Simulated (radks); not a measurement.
The numbers below are computed, except where a source is named.
How relativity changes the ionisation of the tin ion Sn+ ([Kr] 4d10 5s2 5p1) to Sn2+ ([Kr] 4d10 5s2). Spin-unpolarised spherical Kohn-Sham, PBE, point nucleus unless stated (finite: rms radius 4.6519 fm), a radial shooting solver on a logarithmic mesh with Libxc functionals. A level marked "c x" has the speed of light scaled by that factor and shares open shells by 2j + 1; other Dirac levels either fill j = l - 1/2 first or share by 2j + 1.

| level | E(Sn+) (hartree) | E(Sn2+) (hartree) | IE (eV) | HOMO | <r> HOMO (bohr) |
|---|---|---|---|---|---|
| non-rel. | -6024.59758 | -6024.08485 | 13.952 | 5p | 2.927 |
| scalar-rel. | -6176.94970 | -6176.43693 | 13.953 | 5p | 2.904 |
| scalar-rel., finite nucleus | -6176.78852 | -6176.27575 | 13.953 | 5p | 2.904 |
| Dirac, 2j+1 shares | -6178.74853 | -6178.23511 | 13.971 | 5p3/2 | 2.939 |
| Dirac, low j first | -6178.76245 | -6178.23511 | 14.350 | 5p1/2 | 2.837 |
| Dirac, 2j+1 shares, finite nucleus | -6178.58688 | -6178.07345 | 13.971 | 5p3/2 | 2.939 |
| Dirac, c x 1.25 | -6120.84874 | -6120.33565 | 13.962 | 5p3/2 | 2.934 |
| Dirac, c x 2 | -6061.24342 | -6060.73057 | 13.955 | 5p3/2 | 2.930 |
| Dirac, c x 10 | -6026.04120 | -6025.52847 | 13.952 | 5p3/2 | 2.927 |

NIST Atomic Spectra Database: 14.633 eV (measured). The relativistic part of the total energy of Sn+ is -154 hartree (Dirac, 2j+1 shares, finite nucleus), 2.6 % of the non-relativistic value. Spin polarisation and multiplet splitting of open shells are left out at every level.

Beside tabulated values, note that relativity, absent from the non-relativistic runs, is large for the heavy elements, and spin-unpolarised runs miss the spin-polarisation part of the exchange energy of open shells.
